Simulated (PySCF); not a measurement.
Compound: C7H5F3.
SMILES with atom numbers: `[F:1][c:2]1[cH:3][cH:4][cH:5][cH:6][c:7]1[CH:8]([F:9])[F:10]` (hydrogens: H11 on C3; H12 on C4; H13 on C5; H14 on C6; H15 on C8)

Vertical excitations from PySCF (density fitting, frozen core in the response, grid level 2 and gas phase unless stated; continuum runs use non-equilibrium linear response for the excitations) on a GFN2-xTB geometry. Reference run:

```json
{"settings": "PBE0/def2-SVPD, full TDDFT, 6 singlets", "S1, eV (f)": "5.38 (0.024)", "S2, eV (f)": "6.17 (0.020)", "S3, eV (f)": "7.07 (0.550)", "S4, eV (f)": "7.16 (0.579)", "S5, eV (f)": "7.21 (0.002)", "S6, eV (f)": "7.39 (0.004)", "T1, eV (Tamm–Dancoff)": "4.10", "mean α (au)": "80.0"}
```

Task: What do these settings give: LDA/6-31G, IEF-PCM chloroform, fitting basis def2-universal-jkfit, TDA, 6 singlets?

Result: 
```tsv
settings	S1, eV (f)	S2, eV (f)	S3, eV (f)	S4, eV (f)	S5, eV (f)	S6, eV (f)	T1, eV (Tamm–Dancoff)	mean α (au)
LDA/6-31G, IEF-PCM chloroform, fitting basis def2-universal-jkfit, TDA, 6 singlets	5.22 (0.028)	6.15 (0.000)	6.46 (0.063)	6.62 (0.000)	7.06 (0.002)	7.26 (0.620)	4.49	78.8
```

S1 moves by -0.16 eV; functional, basis, environment and response scheme change together, so the shift can't be laid on one. States are counted by energy in each run and needn't keep their character from row to row.

Task: Give the leading configurations of S1 (H = HOMO, L = LUMO) and the HOMO–LUMO gap of each run.

Result: 
| settings | S1 configurations (weight) | S1 (eV) | orbital gap (eV) | S1 − gap (eV) |
| --- | --- | --- | --- | --- |
| PBE0/def2-SVPD, full TDDFT, 6 singlets | H→L 0.72, H−1→L+1 0.27 | 5.38 | 6.57 | -1.19 |
| LDA/6-31G, IEF-PCM chloroform, fitting basis def2-universal-jkfit, TDA, 6 singlets | H→L 0.67, H−1→L+1 0.30 | 5.22 | 4.74 | +0.48 |

The structure is a single GFN2-xTB conformer; no vibrational corrections.

The values belong to the conformer `[F:1][c:2]1[cH:3][cH:4][cH:5][cH:6][c:7]1[CH:8]([F:9])[F:10]`: C6–C7–C8–F9 -62°.
